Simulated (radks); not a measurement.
Values are calculated unless marked as measured or tabulated.
The lead ion Pb34+, 48 electrons, occupied as [Kr] 4d10 4f2 (the NIST ground configuration). Code: a radial shooting solver on a logarithmic mesh with Libxc functionals. Model: Dirac Kohn-Sham, BLYP, spin-unpolarised, spherical densities, finite nucleus; open shells fill j = l - 1/2 first; Fermi nuclear charge, rms radius 5.5012 fm.

Unscreened Slater integrals over Kohn-Sham orbitals (cm^-1). Large and small components are both included. Empty in this configuration: 4f7/2.

\begin{tabular}{lr}
integral & value \\ \hline
F0(4f5/2,4f5/2) & 546040 \\
F2(4f5/2,4f5/2) & 290070 \\
F4(4f5/2,4f5/2) & 189540 \\
F0(4f5/2,4d5/2) & 520340 \\
F2(4f5/2,4d5/2) & 259050 \\
F4(4f5/2,4d5/2) & 168110 \\
G1(4f5/2,4d5/2) & 266470 \\
G3(4f5/2,4d5/2) & 183120 \\
G5(4f5/2,4d5/2) & 134340 \\
F0(4f5/2,4d3/2) & 526110 \\
F2(4f5/2,4d3/2) & 263070 \\
G1(4f5/2,4d3/2) & 276520 \\
G3(4f5/2,4d3/2) & 188910 \\
F0(4f5/2,4p3/2) & 519750 \\
F2(4f5/2,4p3/2) & 261190 \\
G2(4f5/2,4p3/2) & 205820 \\
G4(4f5/2,4p3/2) & 151040 \\
F0(4f5/2,4f7/2) & 543570 \\
F2(4f5/2,4f7/2) & 289130 \\
F4(4f5/2,4f7/2) & 189010 \\
G2(4f5/2,4f7/2) & 286870 \\
G4(4f5/2,4f7/2) & 187600 \\
G6(4f5/2,4f7/2) & 137390 \\
F0(4d5/2,4d5/2) & 506360 \\
F2(4d5/2,4d5/2) & 258290 \\
F4(4d5/2,4d5/2) & 175490 \\
F0(4d5/2,4d3/2) & 511400 \\
F2(4d5/2,4d3/2) & 260320 \\
G2(4d5/2,4d3/2) & 258850 \\
G4(4d5/2,4d3/2) & 175910 \\
F0(4d5/2,4p3/2) & 505460 \\
F2(4d5/2,4p3/2) & 259100 \\
G1(4d5/2,4p3/2) & 321460 \\
G3(4d5/2,4p3/2) & 205830 \\
F0(4d5/2,4f7/2) & 518270 \\
F2(4d5/2,4f7/2) & 259080 \\
F4(4d5/2,4f7/2) & 168470 \\
G1(4d5/2,4f7/2) & 268610 \\
G3(4d5/2,4f7/2) & 184540 \\
G5(4d5/2,4f7/2) & 135370 \\
F0(4d3/2,4d3/2) & 516670 \\
F2(4d3/2,4d3/2) & 262740 \\
F0(4d3/2,4p3/2) & 510390 \\
F2(4d3/2,4p3/2) & 260760 \\
G1(4d3/2,4p3/2) & 319860 \\
G3(4d3/2,4p3/2) & 205380 \\
F0(4d3/2,4f7/2) & 523960 \\
F2(4d3/2,4f7/2) & 262990 \\
G3(4d3/2,4f7/2) & 188740 \\
G5(4d3/2,4f7/2) & 138090 \\
F0(4p3/2,4p3/2) & 505890 \\
F2(4p3/2,4p3/2) & 263470 \\
F0(4p3/2,4f7/2) & 517730 \\
F2(4p3/2,4f7/2) & 261280 \\
G2(4p3/2,4f7/2) & 207340 \\
G4(4p3/2,4f7/2) & 152060 \\
F0(4f7/2,4f7/2) & 541150 \\
F2(4f7/2,4f7/2) & 288240 \\
F4(4f7/2,4f7/2) & 188520 \\
F6(4f7/2,4f7/2) & 138080 \\
\end{tabular}
